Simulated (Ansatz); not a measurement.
One change: `C=C(C)CBr` becomes `C=C(C)CCC`.

Ansatz, PBE0-D4/def2-TZVP geometries, multiplicity 1. Each molecule was computed in one conformer, which needn't be the lowest.

Scalar relativity is left out up to krypton. Spin–orbit coupling is left out; it splits and shifts lone-pair levels of the heavy atoms by tenths of an eV.

```tsv
property	`C=C(C)CBr`
HOMO–LUMO gap (PBE/def2-TZVPP) / eV	4.75
size of the dipole moment (B3LYP/def2-TZVPP) / D	1.93
HOMO energy (PBE/def2-TZVPP) / eV	-6.43
size of the dipole moment (ωB97M-V/def2-TZVPP) / D	1.90
HOMO energy (B3LYP/def2-TZVPP) / eV	-7.32
LUMO energy (PBE/def2-TZVPP) / eV	-1.68
```

Task: Give the same properties after the change, and the shifts. (An estimate is asked.)

Result: The calculation gave: 
```
                                          property  `C=C(C)CCC`  shift
               HOMO–LUMO gap (PBE/def2-TZVPP) / eV         5.41   0.66
  size of the dipole moment (B3LYP/def2-TZVPP) / D         0.60  -1.33
                 HOMO energy (PBE/def2-TZVPP) / eV        -5.90   0.53
size of the dipole moment (ωB97M-V/def2-TZVPP) / D         0.58  -1.32
               HOMO energy (B3LYP/def2-TZVPP) / eV        -6.79   0.53
                 LUMO energy (PBE/def2-TZVPP) / eV        -0.49   1.19
```

With PBE0 the HOMO rises by 0.53 eV and the LUMO rises by 1.22 eV, so the gap widens by about 0.69 eV. PBE moves the HOMO by 0.53 eV and ωB97M-V by 0.47 eV. Dipoles are sizes alone; their direction can turn.

B3LYP here is the variant with VWN-RPA as its local correlation; programs differ in this.

Positive LUMOs are unbound, so they and the gaps depend on the basis.
